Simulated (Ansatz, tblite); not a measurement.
Spin states of Mg₂S₂⁻ (the lowest doublet isomer of a short search), each relaxed with PBE-D4/def2-TZVPD in Ansatz. Electronic energies in the gas phase.

The xTB rows come from tblite. B3LYP takes the VWN-RPA correlation. HSE06 is defined as in plane-wave codes, on full-range PBE exchange. Correlated methods freeze 12 core orbitals; core or outer-core shells of Mg are correlated, in sets that lack core-valence functions. The rows differ in basis, and correlated rows in double-zeta sets carry the largest basis error. In CCSD on the charge -1 quartet the largest single amplitude is 0.20, so its Hartree–Fock determinant may place the open shell otherwise than the density functionals do. The structure comes from a short search, and lower isomers may exist.

Doublet geometry (D2h within 0.1 Å):

```xyz
4

Mg    1.001   -0.206   -0.941
Mg   -1.002    0.206    0.940
S    -0.073   -1.878    0.333
S     0.073    1.878   -0.333
```

Quartet geometry (C2v within 0.1 Å):

| atom | x (Å) | y (Å) | z (Å) |
| --- | --- | --- | --- |
| Mg1 | -1.1600 | 1.1914 | 0.1468 |
| Mg2 | 0.6875 | -1.4877 | 0.3174 |
| S3 | -0.5900 | -0.5016 | -1.4879 |
| S4 | 1.0625 | 0.7979 | 1.0237 |

⟨S²⟩: doublet 0.77 at PBE0-D4/def2-TZVPD (pure 0.75), quartet 3.76 at PBE0-D4/def2-TZVPD (pure 3.75).

Only these spin states were relaxed.

| level | quartet − doublet (kcal/mol) | lowest of these | remarks |
| --- | --- | --- | --- |
| GFN1-xTB | 38.0 | doublet | – |
| GFN2-xTB | 48.9 | doublet | – |
| HF/6-31G | 17.6 | doublet | spin-contaminated (⟨S²⟩ 0.84) (doublet) |
| HF/def2-SVPD | 20.8 | doublet | – |
| HF/def2-TZVPD | 22.0 | doublet | – |
| PBE-D4/def2-TZVPD | 39.1 | doublet | HOMO above zero (doublet), HOMO above zero (quartet) |
| BLYP-D4/def2-TZVPD | 38.8 | doublet | HOMO above zero (doublet), HOMO above zero (quartet) |
| r2SCAN-D4/def2-TZVPD | 39.0 | doublet | HOMO above zero (doublet), HOMO above zero (quartet) |
| B3LYP-D4/6-31G | 33.4 | doublet | – |
| PBE0-D4/def2-TZVPD | 38.7 | doublet | – |
| r2SCAN0-D4/def2-TZVPD | 38.6 | doublet | – |
| HSE06-D4/def2-TZVPD | 39.1 | doublet | – |
| BHLYP-D4/def2-TZVPD | 38.1 | doublet | – |
| ωB97X-V/def2-TZVPD | 38.9 | doublet | – |
| RPA@PBE/def2-TZVPD | 36.8 | doublet | – |
| MP2/def2-SVPD | 41.3 | doublet | – |
| MP2/def2-TZVPD | 45.5 | doublet | – |
| CCSD/def2-SVPD | 35.6 | doublet | – |
| CCSD(T)/def2-SVPD | 36.6 | doublet | – |

Change of the quartet − doublet gap on mixing in exact exchange, in kcal/mol: PBE to PBE0 (25 % exact exchange) -0.5; BLYP to BHLYP (50 % exact exchange) -0.7; r2SCAN to r2SCAN0 (25 % exact exchange) -0.4.

The xTB methods have no spin-polarisation term.
